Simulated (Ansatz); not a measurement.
`[F][Ti]12345678([F])([C@H]9[C@@H]1[C@@H]2[C@@H]3[C@H]94)[C@H]1[C@@H]5[C@@H]6[C@@H]7[C@H]18` from Hartree–Fock to CCSD(T)

Z-matrix (Å, degrees):
```
Ti
C 1 2.378
C 1 2.415 2 133.3
C 1 2.387 2 79.6 3 -19.8
F 1 1.819 2 135.3 3 119.0
C 1 2.406 2 130.9 3 -46.0
C 1 2.396 2 57.1 3 100.5
C 1 2.414 2 34.1 3 178.1
F 1 1.819 2 97.4 3 -130.4
C 1 2.396 2 96.8 3 -49.4
C 1 2.378 2 100.0 3 8.3
C 1 2.387 2 34.6 3 63.5
C 1 2.406 2 56.8 3 141.6
H 2 1.079 1 119.2 3 59.1
H 3 1.078 1 116.3 2 136.0
H 4 1.079 1 119.7 2 3.3
H 6 1.079 1 116.3 2 -127.7
H 7 1.079 1 116.9 2 -159.9
H 8 1.078 1 116.4 2 121.3
H 10 1.079 1 116.9 2 -62.4
H 11 1.079 1 119.2 2 67.9
H 12 1.079 1 119.7 2 -122.0
H 13 1.079 1 116.4 2 159.4
```

Charge 0, multiplicity 1. Correlated methods include outer-core shells of Ti, which these sets cover unevenly. Scalar relativity is left out up to krypton. The structure was optimised at the PBE0-D4/def2-TZVP level. Frozen core, restricted reference, Ansatz.

```csv
basis,HF (Eh),MP2 corr.
def2-SVP,-1431.33136,-2.07795
def2-TZVPP,-1432.12889,-2.60830
def2-QZVPP,-1432.16750,-2.79189
```

Problem. Estimate the CCSD correlation energy and the (T) correction in each basis where they were run (hartree).

Solution. 
| basis | CCSD corr. | (T) |
| --- | --- | --- |
| def2-SVP | -2.09689 | -0.10530 |
| def2-TZVPP | -2.59567 | -0.14852 |
